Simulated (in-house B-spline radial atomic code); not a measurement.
A run on the boron ion B²⁺ that did not converge. Method: non-relativistic SCAN, spin-polarised, spherical fractional occupations, point nucleus; computed with a B-spline radial code for spherical atoms.

Command:
```bash
python run_scf.py task.json out
```
Settings:
```
Z                5
configuration    [He] 2s1
hamiltonian      nr
method           scan,scan
spin_polarised   True
```

First and last ten iterations of the last attempt (damped for 15 steps, keeping 80 % of the old Fock matrix, then DIIS):
```
 iter        energy (Eh)    residual
    1         -23.425072    1.65e-02
    2         -23.425820    5.58e-04
    3         -23.425821    4.53e-04
    4         -23.425821    3.67e-04
    5         -23.425822    2.98e-04
    6         -23.425822    2.42e-04
    7         -23.425822    1.97e-04
    8         -23.425822    1.60e-04
    9         -23.425822    1.30e-04
   10         -23.425822    1.05e-04
  111      273309.798295    2.10e+02
  112      214474.943027    2.49e+02
  113      173780.934609    2.80e+02
  114      337229.220965    1.61e+02
  115       79788.797987    2.67e+02
  116       83732.725626    2.68e+02
  117       86481.180872    2.65e+02
  118       59106.991370    2.95e+02
  119       41807.279724    2.69e+02
  120      825132.172600    1.51e+02
 not converged after 120 iterations
```

The smallest residual met was 4.5e-05; the threshold is about 1e-07. No energy from this run should be used. Run time, properties included: 0.43 s on 1 thread of Arm Neoverse V2 (shared host).
